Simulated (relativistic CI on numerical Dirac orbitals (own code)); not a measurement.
**One change at a time: Se XXV**

Base calculation: Dirac-Coulomb-Breit CI, KLI orbitals optimised for each configuration, a model potential for QED, unscaled Slater integrals.

CI space (outside the closed core 1s2): 2s²2p⁶, 2s²2p⁵3s, 2s²2p⁵3p, 2s²2p⁵3d, 2s2p⁶3s, 2s2p⁶3p, 2s2p⁶3d, 2s²2p⁵4s, 2s²2p⁵4p, 2s²2p⁵4d, 2s²2p⁵4f, 2s2p⁶4s, 2s2p⁶4p, 2s²2p⁴3s², 2s2p⁶4d, 2s2p⁶4f. Levels of other configurations are missing.

Variants: (1) valence Slater integrals scaled by 0.9; (2) Breit term removed; (3) QED terms removed. Shifts of the energy above 2s²2p⁶ ¹S0, in eV, for the lowest level and the first level of each name with at least 55 % of one term (blank where a level changes its place among those of its configuration and J or its character, or is not in the variant):

| Level | Base | Δ(1) | Δ(2) | Δ(3) |
| --- | --- | --- | --- | --- |
| 2s²2p⁶ ¹S0 | 0.00 | 0.00 | 0.00 | 0.00 |
| 2s²2p⁵3s ³P°2 | 1434.24 | +0.18 | +1.43 | -0.25 |
| 2s²2p⁵3s ¹P°1 | 1437.26 | -0.10 | +1.41 | -0.25 |
| 2s²2p⁵3s ³P°0 | 1476.88 | +0.20 | +2.22 | -0.35 |
| 2s²2p⁵3s ³P°1 | 1478.47 | +0.03 | +2.30 | -0.35 |
| 2s²2p⁵3p ³S1 | 1481.21 | +0.66 | +1.15 | +0.03 |
| 2s²2p⁵3p ³D3 | 1492.97 | +0.27 | +1.48 | +0.01 |
| 2s²2p⁵3p ¹P1 | 1493.63 | +0.13 | +1.37 | +0.01 |
| 2s²2p⁵3p ³P2 | 1497.41 | -0.17 | +1.36 | +0.01 |
| 2s²2p⁵3p ³P0 | 1511.05 | -0.92 | +1.40 | -0.01 |
| 2s²2p⁵3p ³D1 | 1526.00 | +0.19 | +2.10 | -0.06 |
| 2s²2p⁵3p ³P1 | 1536.58 | +0.17 | +2.16 | -0.08 |
| 2s²2p⁵3p ¹S0 | 1548.35 | -2.69 | +1.78 | -0.05 |
| 2s²2p⁵3d ³P°0 | 1552.11 | +0.78 | +1.28 | +0.03 |
| 2s²2p⁵3d ³P°1 | 1554.18 | +0.62 | +1.47 | +0.03 |
| 2s²2p⁵3d ³F°4 | 1557.75 | +0.35 | +1.78 | +0.02 |
| 2s²2p⁵3d ³F°3 | 1557.87 | +0.14 | +1.66 | +0.03 |
| 2s²2p⁵3d ³P°2 | 1557.99 | +0.33 | +1.59 | +0.02 |
| 2s²2p⁵3d ³D°3 | 1563.55 | -0.22 | +1.66 | +0.02 |
| 2s²2p⁵3d ³F°2 | 1600.07 | +0.17 | +2.44 | -0.07 |
| 2s²2p⁵3d ¹P°1 | 1612.14 | -1.30 | +2.56 | -0.06 |
| 2s2p⁶3s ³S1 | 1650.49 | -0.03 | +1.24 | +0.79 |

At this charge energies of transitions that change n are usually good to better than 1 %, and those within a shell (Δn = 0) to a few per cent.

Ionisation energy from the two ground configurations alone: base 2537.04 eV; Breit term removed 2538.84 eV. The NIST ASD value (semi-empirical) is 2540.7 eV.

LS names give the leading component of a level, which can be under half, so a name can repeat, a term be missing and a line seem to break the LS rules.
